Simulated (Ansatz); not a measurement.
Job for Ansatz (a first-principles code): R-PBE0/def2-TZVPP on C2H3N (SMILES [C-]#[N+]C).

Ansatz 0.2 input:
```yaml
crystal:
  periodic: [false, false, false]
  atoms:
    - {symbol: C, position_ang: [2.09989540, -0.03114876, 0.01806188]}
    - {symbol: N, position_ang: [0.93558544, -0.01389378, 0.00804198]}
    - {symbol: C, position_ang: [-0.48218145, 0.00714982, -0.00414815]}
    - {symbol: H, position_ang: [-0.85307423, -0.59744820, -0.83141494]}
    - {symbol: H, position_ang: [-0.86525125, -0.39589362, 0.93302035]}
    - {symbol: H, position_ang: [-0.83497389, 1.03123454, -0.12356111]}
basis:
  gaussian:
    orbitals: def2-TZVPP
hamiltonian:
  xc: {name: PBE0}
scf: {lower_state_search: off}
```

It printed:

```
WARN ansatz: RAYON_NUM_THREADS=2 ignored (pool sized by the plan → 2); use --threads N
Functional definition: PBE0
these checks for a lower state are left out or cut short: stability, starts, cluster_reference, orbital_swaps, neighbouring_geometries, increment
integrals: 0.03 GiB planned
692 factors; their error is unknown
mean field: 0.40 GiB planned
mean field evaluation 1: about -3604.4065 eV, gradient 4.3e1 eV
mean field evaluation 2: about -3602.5388 eV, gradient 5.2e1 eV
mean field evaluation 4: about -3608.3261 eV, gradient 1.4e0 eV
mean field evaluation 8: about -3608.3300 eV, gradient 1.8e-2 eV
mean field evaluation 16: about -3608.3345 eV, gradient 2.3e-6 eV
mean field -3608.33448483 eV, -132.6038465006 hartree, gradient 2.3e-6 eV, S^2 0.000000; 0 other end points of the search recorded, 0 dependent functions left out
reference -3608.33450776 eV, -132.6038473431 hartree; 11, 11 occupied and 124, 124 virtual orbitals, 692 factors
Total energy: -3608.33450776 eV, -132.6038473431 hartree
Checks for a lower state left out: stability, starts, cluster_reference, orbital_swaps, neighbouring_geometries, increment
```

The calculation finished and met its thresholds.

Cost: roughly 0.8 core-seconds.
